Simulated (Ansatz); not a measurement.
Geometry optimisation, Ansatz 0.2.0, RKS PBE-D4/def2-SVP.

Input file:

```yaml
crystal:
  periodic: [false, false, false]
  atoms:
    - { symbol: Si, position_ang: [0.059006, -0.002945, 0.228661] }
    - { symbol: Si, position_ang: [-0.220935, 0.228864, 2.460299] }
    - { symbol: H, position_ang: [-1.694029, 0.031185, 2.758889] }
    - { symbol: H, position_ang: [0.551653, -0.680214, 3.388399] }
    - { symbol: H, position_ang: [0.11693, 1.658376, 2.817879] }
    - { symbol: H, position_ang: [1.467058, 0.214684, -0.230437] }
    - { symbol: O, position_ang: [-0.780313, 1.317622, -0.436483] }
    - { symbol: H, position_ang: [-1.733293, 1.326855, -0.235677] }
    - { symbol: H, position_ang: [-0.501546, -1.295958, -0.299344] }
    - { symbol: P, position_ang: [1.937466, -2.77479, 0.818304] }
    - { symbol: H, position_ang: [0.618668, -3.339205, 0.655114] }
    - { symbol: H, position_ang: [1.937951, -2.190274, -0.498378] }
    - { symbol: H, position_ang: [1.447586, -1.599001, 1.466175] }
basis:
  gaussian: { orbitals: def2-SVP }
hamiltonian:
  xc: pbe
  dispersion: d4
relax:
  f_tol: 0.03
  max_steps: 50
output:
  orbitals: {}
```

Launched with:

```bash
$ ansatz run input.yaml --threads 4 --pin off --max-ram 5120MiB --backend cpu --events-out ev --progress --plain --runs-dir out
```

Where does it end, and by what steps?

It converged. The force dipped under the threshold on the way, but the program's further checks kept it going. After 20 steps the energy has fallen by 0.247 eV; H13 moved furthest, 1.00 Å.

```tsv
step	energy less start (eV)	largest force component (eV/Å)	accepted
0	0.0000	1.302	yes
1	-0.1754	0.296	yes
2	-0.2238	0.106	yes
3	-0.1696	0.797	no
4	-0.2322	0.037	yes
5	-0.2359	0.039	yes
6	-0.2369	0.080	yes
7	-0.2381	0.042	yes
8	-0.2386	0.035	yes
9	-0.2396	0.073	yes
10	-0.2402	0.089	yes
11	-0.2409	0.119	yes
12	-0.2417	0.130	yes
13	-0.2421	0.185	yes
14	-0.2429	0.162	yes
15	-0.2453	0.024	yes
16	-0.2457	0.016	yes
17	-0.2458	0.082	yes
18	-0.2462	0.033	yes
19	-0.2464	0.007	yes
20	-0.2467	0.017	yes
```

```xyz
13
Properties=species:S:1:pos:R:3
Si -0.200 0.124 0.099
Si -0.382 0.193 2.453
H -1.826 0.440 2.820
H 0.052 -1.083 3.125
H 0.431 1.333 3.008
H 1.227 0.187 -0.355
O -0.934 1.498 -0.558
H -1.855 1.641 -0.280
H -0.816 -1.157 -0.417
P 2.176 -3.069 0.888
H 0.751 -2.924 1.042
H 2.149 -2.496 -0.434
H 2.433 -1.791 1.502
```

Whether the end is a true minimum wasn't checked by a vibrational analysis.

Run time: 25 s on 4 threads of Arm Neoverse V2, with other jobs on the host, peak memory 0.16 GiB.
